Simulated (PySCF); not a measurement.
Species: thiophene-2-boronic acid, C4H5BO2S.
SMILES with atom numbers: `[OH:1][B:2]([OH:3])[c:4]1[cH:5][cH:6][cH:7][s:8]1` (hydrogens: H9 on O1; H10 on O3; H11 on C5; H12 on C6; H13 on C7)

Computed, not measured: PySCF, PBE0-D3(BJ)/def2-SVP geometry optimisation, gas phase.

Problem. What internal coordinates does the optimisation give?

Solution. 
| bond | length (Å) | order |
| --- | --- | --- |
| O1–B2, B2–O3 | 1.362 | single |
| B2–C4 | 1.559 | single |
| C4–C5 | 1.380 | aromatic |
| C5–C6 | 1.419 | aromatic |
| C6–C7 | 1.373 | aromatic |
| C7–S8 | 1.711 | aromatic |
| C4–S8 | 1.729 | aromatic |
| O1–H9, O3–H10 | 0.962 | single |
| C5–H11 | 1.091 | single |
| C6–H12 | 1.091 | single |
| C7–H13 | 1.089 | single |

Bonds in one row agree within 0.01 Å and their mean is given. Orders are formal, as drawn. A selection of angles:
| angle | degrees |
| --- | --- |
| O1–B2–O3 | 118.4 |
| O1–B2–C4 | 123.9 |
| O3–B2–C4 | 117.6 |
| B2–C4–C5 | 127.8 |
| B2–C4–S8 | 122.6 |
| C5–C4–S8 | 109.7 |
| C4–C5–C6 | 113.8 |
| C5–C6–C7 | 112.3 |
| C6–C7–S8 | 111.3 |
| C4–S8–C7 | 93.0 |
| H9–O1–B2 | 114.4 |
| H10–O3–B2 | 111.3 |

Dihedral angles: O1–B2–C4–C5 180° (antiperiplanar); H9–O1–B2–O3 180° (antiperiplanar); H10–O3–B2–O1 0° (synperiplanar).

O1 (boron-bound oxygen) is bent (angle 114.4°). The C–C distances run from 1.373 Å (C6–C7, aromatic) to 1.419 Å (C5–C6, aromatic), a spread of 0.046 Å. Of the pairs four or more bonds apart, S8···H9 is among the closest relative to their van der Waals radii: 2.79 Å, 93 % of the sum of Bondi's values. B2 (three-coordinate boron) is planar (angles 123.9°, 118.4° and 117.6°, sum 360.0°, 0.00 Å off the plane of its three neighbours). The 5-membered ring C4–C5–C6–C7–S8 has internal angles of 93.0° to 113.8°; it is planar, 0.00 Å rms from its mean plane, widest ring torsion 0°. The 8 heavy atoms lie in one plane (0.003 Å rms). S8 (thiophene-type sulfur) is bent (angle 93.0°).

Point group: Cs (every atom within 0.08 Å of its image). Whether it is a minimum is left open (no frequencies). The numbers are those of one conformer (H–O1–B2–O3 180°, O1–B2–O3–H 0°).
